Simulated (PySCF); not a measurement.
SeF4, SMILES F[Se](F)(F)F.

Coordinates come from a PBE-D3(BJ)/def2-SVP optimisation. The isomer is the one that the SMILES or the coordinates give; other isomers of the formula were not compared.

Calculation: PBE-D3(BJ)/def2-SVP (PySCF).

Frequencies are harmonic and unscaled.

| mode | ν (cm⁻¹) | IR (km/mol) | moving atoms (share of kinetic energy) |
|---|---|---|---|
| 1 | 151 | 0.5 | F 100 % |
| 2 | 212 | 10.2 | F 80 %, Se 20 % |
| 3 | 320 | 0.0 | F 100 % |
| 4 | 321 | 21.9 | F 71 %, Se 29 % |
| 5 | 357 | 9.5 | F 90 %, Se 10 % |
| 6 | 564 | 2.0 | F 100 % |
| 7 | 647 | 252.1 | F 66 %, Se 34 % |
| 8 | 676 | 84.1 | F 78 %, Se 22 % |
| 9 | 688 | 47.0 | F 80 %, Se 20 % |
